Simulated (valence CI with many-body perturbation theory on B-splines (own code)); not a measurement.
Eu41+: M1 decay

Method: valence CI with perturbative core correlation (CI+MBPT): four valence electrons over a frozen Dirac-Fock core [Ar], a basis of 7 s, 7 p, 8 d, 6 f, 4 g, 1 h functions for each j, with the one-electron correlation potential Σ1, the two-electron term Σ2, the three-electron term Σ3, Breit, model QED; selected CI, second order for the rest, scaled by the run's own slope (own B-spline code, finite nucleus).

No measured spectrum was set against this ion. As an estimate, large intervals hold to a few tenths of a per cent, small ones and those within an open d or f shell to about a per cent. Only levels of the ground parity were solved; by the run's estimate the other parity begins above the list, which can be wrong where configurations are misplaced.

Lines 51 to 100 of 120 in falling wavelength, among levels below 1421500 cm⁻¹, chosen from the decays that carry over 1 % of a level's rate. Wavelengths and rates use the calculated energies. S is in atomic units (e²a₀⁴ for E2 and M2, e²a₀⁶ for E3), for M1 in squared Bohr magnetons. Weak lines are less certain than strong ones. Lines between different terms over intervals too small for the method are left out, as are lines whose strength nearly cancels. The highest levels of a list are the least certain.

Levels are named by their leading jj configuration (3d3/2^4 stands for four electrons in 3d with j = 3/2), which in mixed levels can hold well under half, so a name can repeat and another be missing. Letters in brackets count levels of one name in rising energy.

```csv
λ vac (Å),Upper,Lower,Type,A (s⁻¹),S (a.u.)
364.7,(3d3/2 3d5/2^3) J=4 [a],(3d3/2^2 3d5/2^2) J=3 [a],M1,1.59e+05,2.57e+00
364.4,(3d3/2^2 3d5/2^2) J=4 [b],(3d3/2^3 3d5/2) J=3,M1,5.31e+04,8.56e-01
363.8,(3d3/2^2 3d5/2^2) J=2 [d],(3d3/2^2 3d5/2^2) J=3 [a],M1,4.98e+03,4.44e-02
362.8,(3d3/2 3d5/2^3) J=2 [a],(3d3/2^2 3d5/2^2) J=2 [b],M1,1.43e+05,1.26e+00
362.2,(3d3/2 3d5/2^3) J=3 [c],(3d3/2^2 3d5/2^2) J=4 [c],M1,1.61e+05,1.98e+00
360.1,(3d3/2^2 3d5/2^2) J=3 [b],(3d3/2^3 3d5/2) J=3,M1,3.06e+04,3.70e-01
356.4,(3d3/2 3d5/2^3) J=5,(3d3/2^2 3d5/2^2) J=5,M1,1.07e+05,1.98e+00
354.5,(3d3/2 3d5/2^3) J=0,(3d3/2^2 3d5/2^2) J=1,M1,2.82e+05,4.66e-01
353.5,(3d3/2 3d5/2^3) J=2 [a],(3d3/2^2 3d5/2^2) J=3 [b],M1,1.92e+05,1.57e+00
350.9,(3d3/2^2 3d5/2^2) J=2 [b],(3d3/2^3 3d5/2) J=3,M1,1.25e+03,1.00e-02
350.5,(3d3/2 3d5/2^3) J=4 [b],(3d3/2^2 3d5/2^2) J=4 [c],M1,1.58e+05,2.27e+00
348.1,(3d5/2^4) J=4,(3d3/2 3d5/2^3) J=5,M1,1.42e+05,2.00e+00
347.4,(3d3/2 3d5/2^3) J=6,(3d3/2^2 3d5/2^2) J=5,M1,1.76e+05,3.56e+00
346.9,(3d3/2 3d5/2^3) J=3 [b],(3d3/2^2 3d5/2^2) J=2 [b],M1,8.59e+04,9.31e-01
346.5,(3d3/2 3d5/2^3) J=4 [a],(3d3/2^2 3d5/2^2) J=4 [a],M1,4.29e+05,5.95e+00
345.8,(3d3/2 3d5/2^3) J=3 [a],(3d3/2^2 3d5/2^2) J=2 [a],M1,4.20e+05,4.51e+00
345.2,(3d3/2^2 3d5/2^2) J=2 [a],(3d3/2^3 3d5/2) J=1,M1,4.13e+05,3.15e+00
344.3,(3d3/2^2 3d5/2^2) J=2 [d],(3d3/2^2 3d5/2^2) J=2 [a],M1,1.66e+03,1.26e-02
338.5,(3d3/2 3d5/2^3) J=3 [b],(3d3/2^2 3d5/2^2) J=3 [b],M1,1.82e+05,1.83e+00
334.7,(3d3/2 3d5/2^3) J=3 [b],(3d3/2^2 3d5/2^2) J=4 [b],M1,6.40e+04,6.23e-01
330.4,(3d3/2 3d5/2^3) J=3 [c],(3d3/2^2 3d5/2^2) J=2 [c],M1,1.20e+05,1.12e+00
328.9,(3d3/2^2 3d5/2^2) J=4 [b],(3d3/2^3 3d5/2) J=4,M1,1.85e+03,2.20e-02
328.5,(3d3/2^2 3d5/2^2) J=3 [b],(3d3/2^3 3d5/2) J=2,M1,9.36e+03,8.61e-02
326.0,(3d3/2 3d5/2^3) J=1 [b],(3d3/2^2 3d5/2^2) J=2 [c],M1,1.73e+05,6.68e-01
325.4,(3d3/2^2 3d5/2^2) J=3 [b],(3d3/2^3 3d5/2) J=4,M1,1.79e+05,1.60e+00
320.9,(3d3/2^2 3d5/2^2) J=2 [b],(3d3/2^3 3d5/2) J=2,M1,5.37e+04,3.29e-01
320.8,(3d5/2^4) J=2,(3d3/2 3d5/2^3) J=2 [a],M1,2.79e+05,1.71e+00
316.9,(3d3/2 3d5/2^3) J=2 [a],(3d3/2^2 3d5/2^2) J=1,M1,1.06e+05,6.27e-01
310.8,(3d5/2^4) J=4,(3d3/2 3d5/2^3) J=4 [a],M1,4.59e+05,4.60e+00
310.3,(3d5/2^4) J=4,(3d3/2 3d5/2^3) J=3 [a],M1,3.49e+05,3.48e+00
310.3,(3d3/2 3d5/2^3) J=1 [a],(3d3/2^2 3d5/2^2) J=2 [a],M1,3.83e+05,1.27e+00
309.5,(3d3/2 3d5/2^3) J=5,(3d3/2^2 3d5/2^2) J=4 [a],M1,6.00e+04,7.25e-01
296.0,(3d3/2 3d5/2^3) J=2 [b],(3d3/2^2 3d5/2^2) J=2 [c],M1,1.67e+05,8.00e-01
294.4,(3d3/2 3d5/2^3) J=1 [a],(3d3/2^2 3d5/2^2) J=0 [a],M1,3.83e+05,1.09e+00
274.7,(3d3/2^2 3d5/2^2) J=2 [c],(3d3/2^3 3d5/2) J=3,M1,3.91e+05,1.50e+00
273.1,(3d3/2 3d5/2^3) J=2 [a],(3d3/2^2 3d5/2^2) J=3 [a],M1,1.98e+05,7.48e-01
269.5,(3d5/2^4) J=2,(3d3/2 3d5/2^3) J=1 [a],M1,4.02e+05,1.46e+00
264.0,(3d3/2 3d5/2^3) J=3 [b],(3d3/2^2 3d5/2^2) J=3 [a],M1,5.17e+04,2.47e-01
259.2,(3d3/2 3d5/2^3) J=1 [b],(3d3/2^2 3d5/2^2) J=2 [b],M1,1.31e+04,2.53e-02
256.0,(3d3/2^2 3d5/2^2) J=4 [c],(3d3/2^3 3d5/2) J=3,M1,1.15e+05,6.45e-01
255.9,(3d3/2^2 3d5/2^2) J=2 [c],(3d3/2^3 3d5/2) J=2,M1,9.92e+04,3.08e-01
254.9,(3d3/2 3d5/2^3) J=3 [c],(3d3/2^2 3d5/2^2) J=4 [b],M1,1.94e+04,8.32e-02
254.4,(3d3/2 3d5/2^3) J=3 [b],(3d3/2^2 3d5/2^2) J=4 [a],M1,6.91e+04,2.95e-01
253.7,(3d3/2 3d5/2^3) J=3 [b],(3d3/2^2 3d5/2^2) J=2 [a],M1,1.41e+04,5.96e-02
252.7,(3d3/2^2 3d5/2^2) J=2 [b],(3d3/2^3 3d5/2) J=1,M1,2.58e+04,7.71e-02
251.1,(3d3/2 3d5/2^3) J=4 [b],(3d3/2^2 3d5/2^2) J=3 [b],M1,1.37e+05,7.26e-01
250.2,(3d5/2^4) J=4,(3d3/2^2 3d5/2^2) J=4 [c],M1,8.49e+04,4.44e-01
247.4,(3d5/2^4) J=2,(3d3/2 3d5/2^3) J=3 [a],M1,2.63e+05,7.38e-01
244.9,(3d3/2^2 3d5/2^2) J=0 [b],(3d3/2^2 3d5/2^2) J=1,M1,1.89e+05,1.03e-01
239.8,(3d3/2 3d5/2^3) J=2 [b],(3d3/2^2 3d5/2^2) J=2 [b],M1,1.79e+04,4.58e-02
```
